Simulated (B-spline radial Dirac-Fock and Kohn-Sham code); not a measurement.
What relativity does to the binding energies of Cr²⁰⁺

System: Cr²⁰⁺, configuration [He] 2s2.

Both columns are ΔSCF binding energies of the configuration average from a B-spline atomic structure program: non-relativistic Hartree-Fock with a point nucleus, and Dirac-Fock with a finite nucleus and the Coulomb interaction alone, averaged over the two j levels with weights 2j+1.

| shell | Hartree-Fock (eV) | Dirac-Fock (eV) | shift (eV) | shift (%) |
| --- | --- | --- | --- | --- |
| 1s | 7184.9 | 7238.1 | +53.18 | +0.74 |
| 2s | 1613.6 | 1628.3 | +14.71 | +0.91 |

Relativity binds 1s, 2s more strongly, among those listed most of all 2s in relative terms.

Values without a named source are computed, but for edge energies of neutral atoms, which are taken from tables.
